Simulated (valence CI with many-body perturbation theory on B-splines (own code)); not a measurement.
**Pd33+: electric-dipole lines**

Method: configuration interaction combined with many-body perturbation theory (CI+MBPT): three valence electrons over a frozen Dirac-Fock core [Ne], radial functions for each j: 11 s, 11 p, 10 d, 8 f, 5 g, 2 h, with the one-electron correlation potential Σ1 (screened to all orders), the two-electron term Σ2, the three-electron term Σ3, Breit, model QED; selected single and double excitations, second order for the rest, scaled by the run's own slope (own B-spline code, finite nucleus).

The last digits are not significant, and no measured levels were compared; by estimate large intervals hold to a few tenths of a per cent, small ones and those within an open d or f shell to about a per cent.

Lines 201 to 250 of 576 in falling wavelength, among levels below 996.13 eV, chosen from the strongest by gf and those to the six lowest levels. Wavelengths and rates use the calculated energies. Electric multipoles are in the length gauge, E1 and E2 with the static RPA response of the core. Weak lines are less certain than strong ones. Lines between different terms over intervals too small for the method are left out, as are lines whose strength nearly cancels. The highest levels of a list are the least certain.

Names give the largest LS component (configuration and term), which can be under half, so a name can repeat, a term be missing and a line seem to break the LS rules; names also repeat where a configuration has a term twice. Letters in brackets count levels of one name in rising energy.

| λ vac (Å) | Upper | Lower | A (s⁻¹) | S (a.u.) with core polarisation | S without |
| --- | --- | --- | --- | --- | --- |
| 97.74 | 3p 3d2 4D°_7/2 [a] | 3p2 3d 4P_5/2 | 2.83e+10 | 1.04e-01 | 1.07e-01 |
| 97.71 | 3s 3p 3d 4F°_7/2 | 3s 3p2 4P_5/2 | 1.87e+10 | 6.88e-02 | 7.02e-02 |
| 97.70 | 3d3 4F_7/2 | 3p 3d2 4F°_7/2 | 3.11e+10 | 1.15e-01 | 1.17e-01 |
| 97.58 | 3p2 3d 2F_5/2 [a] | 3s 3p 3d 4F°_3/2 | 1.69e+10 | 4.64e-02 | 4.74e-02 |
| 97.47 | 3s 3p 3d 4D°_3/2 | 3s 3p2 4P_5/2 | 6.16e+08 | 1.13e-03 | 1.15e-03 |
| 97.40 | 3p2 3d 2D_3/2 [a] | 3s 3p 3d 2F°_5/2 [a] | 5.33e+10 | 9.72e-02 | 9.94e-02 |
| 97.38 | 3p2 3d 2D_5/2 [b] | 3s 3p 3d 2F°_7/2 [b] | 6.10e+10 | 1.67e-01 | 1.71e-01 |
| 97.36 | 3p2 3d 2F_7/2 [b] | 3s 3p 3d 2D°_5/2 [a] | 3.69e+10 | 1.35e-01 | 1.38e-01 |
| 97.31 | 3p 3d2 4D°_3/2 [c] | 3s 3d2 4F_5/2 [b] | 2.01e+10 | 3.66e-02 | 3.75e-02 |
| 97.29 | 3p2 3d 2D_5/2 [a] | 3s 3p 3d 4P°_5/2 | 4.23e+10 | 1.15e-01 | 1.18e-01 |
| 97.29 | 3d3 4P_5/2 | 3p 3d2 4P°_5/2 | 1.20e+10 | 3.27e-02 | 3.34e-02 |
| 97.22 | 3p 3d2 4D°_3/2 [c] | 3p2 3d 4P_3/2 [b] | 2.43e+10 | 4.40e-02 | 4.50e-02 |
| 97.19 | 3p2 3d 2P_3/2 [a] | 3s 3p 3d 4F°_5/2 [a] | 2.94e+10 | 5.32e-02 | 5.45e-02 |
| 97.17 | 3p 3d2 2F°_5/2 [b] | 3s 3d2 2G_7/2 | 6.90e+10 | 1.88e-01 | 1.92e-01 |
| 97.16 | 3d3 2P_3/2 | 3p 3d2 2P°_1/2 [b] | 3.46e+10 | 6.27e-02 | 6.41e-02 |
| 97.13 | 3p2 3d 4P_3/2 [b] | 3s 3p 3d 4P°_1/2 | 2.20e+10 | 3.98e-02 | 4.08e-02 |
| 97.08 | 3p2 3d 4F_9/2 | 3s 3p 3d 4D°_7/2 | 3.94e+10 | 1.78e-01 | 1.82e-01 |
| 97.02 | 3d3 2D_3/2 [a] | 3p 3d2 4D°_5/2 [b] | 3.26e+10 | 5.87e-02 | 5.99e-02 |
| 96.97 | 3p 3d2 2P°_1/2 [b] | 3p2 3d 2S_1/2 | 4.86e+10 | 4.38e-02 | 4.47e-02 |
| 96.97 | 3d3 2D_5/2 [b] | 3p 3d2 2F°_7/2 [c] | 3.98e+10 | 1.07e-01 | 1.10e-01 |
| 96.96 | 3p2 3d 4D_7/2 | 3s 3p 3d 4F°_9/2 | 1.50e+10 | 5.41e-02 | 5.54e-02 |
| 96.94 | 3p 3d2 2G°_9/2 [a] | 3s 3d2 4F_9/2 | 4.22e+10 | 1.90e-01 | 1.94e-01 |
| 96.93 | 3p 3d2 2D°_5/2 [b] | 3s 3d2 2D_5/2 | 5.68e+10 | 1.53e-01 | 1.57e-01 |
| 96.92 | 3p 3d2 2G°_7/2 [b] | 3p2 3d 2F_7/2 [b] | 1.19e+10 | 4.26e-02 | 4.35e-02 |
| 96.88 | 3p 3d2 2F°_5/2 [a] | 3p2 3d 2D_5/2 [a] | 1.56e+10 | 4.19e-02 | 4.28e-02 |
| 96.87 | 3p2 3d 4P_3/2 [b] | 3s 3p 3d 4P°_3/2 | 2.47e+10 | 4.43e-02 | 4.54e-02 |
| 96.79 | 3p 3d2 2D°_3/2 [b] | 3p2 3d 2P_3/2 [b] | 5.82e+10 | 1.04e-01 | 1.06e-01 |
| 96.78 | 3s 3d2 4F_5/2 [b] | 3s 3p 3d 4P°_3/2 | 4.71e+10 | 1.26e-01 | 1.29e-01 |
| 96.74 | 3p 3d2 2P°_3/2 [a] | 3p2 3d 2D_5/2 [b] | 4.58e+10 | 8.19e-02 | 8.37e-02 |
| 96.69 | 3p2 3d 4P_3/2 [b] | 3s 3p 3d 4D°_5/2 | 1.79e+10 | 3.20e-02 | 3.27e-02 |
| 96.68 | 3p 3d2 4S°_3/2 | 3s 3d2 4P_1/2 | 4.69e+10 | 8.37e-02 | 8.56e-02 |
| 96.63 | 3p 3d2 2F°_7/2 [a] | 3s 3d2 4F_5/2 [a] | 4.90e+10 | 1.74e-01 | 1.78e-01 |
| 96.61 | 3s 3d2 4F_5/2 [b] | 3s 3p 3d 4D°_5/2 | 2.40e+10 | 6.40e-02 | 6.55e-02 |
| 96.51 | 3p 3d2 4F°_5/2 [b] | 3s 3d2 4F_3/2 | 3.20e+10 | 8.51e-02 | 8.70e-02 |
| 96.50 | 3p 3d2 4D°_7/2 [b] | 3p2 3d 4F_9/2 | 1.35e+10 | 4.81e-02 | 4.91e-02 |
| 96.44 | 3p2 3d 4D_3/2 | 3p3 4S°_3/2 | 3.14e+10 | 5.56e-02 | 5.68e-02 |
| 96.41 | 3p2 3d 2F_7/2 [a] | 3s 3p 3d 4F°_5/2 [a] | 3.98e+10 | 1.41e-01 | 1.44e-01 |
| 96.31 | 3p 3d2 2P°_3/2 [b] | 3p2 3d 2F_5/2 [c] | 5.28e+10 | 9.31e-02 | 9.51e-02 |
| 96.26 | 3p2 3d 2P_1/2 [a] | 3p3 2P°_1/2 | 8.73e+10 | 7.68e-02 | 7.85e-02 |
| 96.22 | 3p2 3d 2F_5/2 [c] | 3s 3p 3d 2D°_5/2 [b] | 8.24e+10 | 2.17e-01 | 2.22e-01 |
| 96.19 | 3s 3p 3d 2P°_3/2 [a] | 3s 3p2 2D_5/2 | 5.33e+10 | 9.36e-02 | 9.58e-02 |
| 96.14 | 3s 3d2 4F_7/2 | 3s 3p 3d 4D°_5/2 | 5.89e+10 | 2.07e-01 | 2.11e-01 |
| 96.08 | 3d3 2P_3/2 | 3p 3d2 2D°_3/2 [b] | 1.96e+10 | 3.43e-02 | 3.50e-02 |
| 96.04 | 3d3 4P_1/2 | 3p 3d2 4D°_1/2 [b] | 3.73e+10 | 3.26e-02 | 3.33e-02 |
| 95.93 | 3p2 3d 2D_3/2 [a] | 3p3 2P°_1/2 | 2.82e+10 | 4.91e-02 | 5.01e-02 |
| 95.82 | 3p 3d2 2S°_1/2 | 3p2 3d 2P_1/2 [b] | 4.04e+10 | 3.51e-02 | 3.59e-02 |
| 95.80 | 3s 3p 3d 2D°_3/2 [a] | 3s 3p2 2P_1/2 | 7.42e+10 | 1.29e-01 | 1.32e-01 |
| 95.62 | 3p 3d2 4G°_9/2 | 3p2 3d 2F_7/2 [a] | 3.44e+10 | 1.49e-01 | 1.52e-01 |
| 95.61 | 3p3 2P°_1/2 | 3s 3p2 2D_3/2 | 8.64e+10 | 7.45e-02 | 7.63e-02 |
| 95.60 | 3d3 4F_9/2 | 3p 3d2 4F°_9/2 | 4.31e+10 | 1.86e-01 | 1.90e-01 |
